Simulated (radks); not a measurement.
The nuclear charge of the lanthanum ion La+ is varied continuously with 56 electrons held in [Xe] 5d2. Calculated with a radial shooting solver on a logarithmic mesh with Libxc functionals: Dirac Kohn-Sham, PBE, spin-unpolarised, spherical densities, point nucleus; open shells fill j = l - 1/2 first. By the Hellmann-Feynman theorem dE/dZ = E(electron-nucleus)/Z, the electronic potential at the nucleus.

Z     E (hartree)  E(electron-nucleus)/Z (hartree)   HOMO  e(HOMO) (eV)  <r> HOMO (bohr)
56.5   -8317.1345                         -358.069  5d3/2        -3.589            3.331
56.6   -8352.9865                         -358.969  5d3/2        -4.247            3.217
56.7   -8388.9284                         -359.869  5d3/2        -4.943            3.116
56.8   -8424.9602                         -360.768  5d3/2        -5.672            3.026
56.9   -8461.0820                         -361.667  5d3/2        -6.432            2.946
57     -8497.2937                         -362.567  5d3/2        -7.222            2.873
57.1   -8533.5953                         -363.466  5d3/2        -8.039            2.807
57.2   -8569.9869                         -364.365  5d3/2        -8.883            2.746
57.3   -8606.4684                         -365.264  5d3/2        -9.752            2.689
57.4   -8643.0398                         -366.164  5d3/2       -10.645            2.637
57.5   -8679.7012                         -367.064  5d3/2       -11.561            2.589
57.6   -8716.4525                         -367.964  5d3/2       -12.499            2.543
57.7   -8753.2939                         -368.864  5d3/2       -13.459            2.500
57.8   -8790.2254                         -369.765  5d3/2       -14.440            2.460
57.9   -8827.2469                         -370.666  5d3/2       -15.441            2.422
58     -8864.3585                         -371.567  5d3/2       -16.462            2.386

The central difference of E at Z = 57 is -362.567 hartree, to compare with the third column; the second derivative is -8.99 hartree.
